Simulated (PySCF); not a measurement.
**V: excitation energy**

V [Ar] 3d3 4s2 (4F) → V [Ar] 3d3 4s1 4p1 (high-spin determinant), as a difference of total energies. Computed with PySCF 2.14 in aug-cc-pwCVTZ, with no relativity, point nucleus. Correlated levels: valence: [Ar] frozen; valence and next inner shell: [Ne] frozen; nothing frozen. The calculations carry no spin-orbit coupling.

```csv
method,excitation energy (eV)
UHF,0.999
LDA,2.168
PBE,1.965
PBE0,1.807
r2SCAN,1.605
BLYP,2.364
M06-2X,2.606
PW91,1.965
MP2 (valence),1.763
SCS-MP2 (valence),2.053
MP2 (valence and next inner shell),1.916
SCS-MP2 (valence and next inner shell),2.116
MP2 (all electrons),1.919
SCS-MP2 (all electrons),2.118
```

How much does correlation contribute at MP2 (all electrons)?

1.919 − (0.999) = 0.920 eV, measured against UHF.

A first-order spin-orbit estimate (lowest level to lowest level, LS coupling) adds -0.010 eV.

The determinant of the upper state mixes LS terms, which raises its energy above the lowest term, most at the Hartree-Fock and MP2 levels.
